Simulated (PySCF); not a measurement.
SMILES c1c[se]c([SiH2]c2ccsc2)c1 (C8H8SSeSi) (GFN2-xTB optimised geometry):

```
19

C     -0.639    -2.098     0.000
C      0.718    -2.098     0.000
Se     1.416    -0.385     0.000
C     -0.355     0.242     0.002
Si    -0.798     2.071     0.029
C      0.535     3.002    -0.910
C      1.912     2.983    -0.551
C      2.693     3.713    -1.381
S      1.779     4.455    -2.636
C      0.331     3.763    -2.019
C     -1.223    -0.810     0.003
H     -1.226    -3.002    -0.003
H      1.361    -2.959    -0.004
H     -2.097     2.251    -0.627
H     -0.839     2.550     1.419
H      2.290     2.446     0.303
H      3.753     3.869    -1.341
H     -0.595     3.961    -2.519
H     -2.290    -0.663     0.003
```

Method: PBE0/def2-SVP (PySCF 2.14.0).

Problem. What are the frontier orbital energies and the dipole moment?

Solution. HOMO-2 -7.04 eV, HOMO-1 -6.93 eV, HOMO -6.81 eV, LUMO -0.78 eV, LUMO+1 -0.51 eV; dipole moment 0.51 D.

On the same geometry PBE/def2-SVP run with PySCF 2.14.0 gives HOMO-2 -5.95 eV, HOMO-1 -5.88 eV, HOMO -5.74 eV, LUMO -1.55 eV, LUMO+1 -1.34 eV; dipole moment 0.49 D.

Meta-Löwdin charges at PBE0/def2-SVP: C1 -0.14, C2 -0.25, Se3 0.30, C4 -0.36, Si5 0.62, C6 -0.25, C7 -0.13, C8 -0.23, S9 0.26, C10 -0.22, C11 -0.12, H12 0.12, H13 0.13, H14 -0.10, H15 -0.10, H16 0.11, H17 0.13, H18 0.13, H19 0.11.
